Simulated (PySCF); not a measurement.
# Working out the ionisation energy of F²⁺

F²⁺ [He] 2s2 2p3 (4S) → F³⁺ [He] 2s2 2p2 (3P). Calculation: PySCF 2.14, in aug-cc-pCVTZ-DK with one added diffuse shell each of s, p, d, f type (8s7p5d3f, 75 functions); scalar relativity by spin-free X2C-1e. Frozen: nothing. Energies in hartree (1 hartree = 27.21139 eV):

```
             part  F²⁺ (lower)  F³⁺ (upper)
              UHF   -97.692291   -95.405533
MP2 opposite-spin    -0.120627    -0.114286
    MP2 same-spin    -0.037124    -0.019771
```

Task: What does Hartree-Fock give?

Result: (-95.405533) − (-97.692291) = 2.286758 hartree = 62.226 eV.

Task: What do MP2 and SCS-MP2 (6/5 opposite-spin, 1/3 same-spin) give?

Result: The opposite-spin parts differ by 0.173 eV and the same-spin parts by 0.472 eV. MP2: 62.226 + (0.173) + (0.472) = 62.871 eV. SCS-MP2: 62.226 + 1.2 × (0.173) + (0.472)/3 = 62.591 eV.

A first-order spin-orbit estimate adds -0.053 eV to MP2 (valence and next inner shell), giving 62.818 eV against 62.708 eV (semi-empirical (NIST evaluation); NIST Atomic Spectra Database, ionization energies).

What remains against the reference includes basis incompleteness and correlation beyond second order.
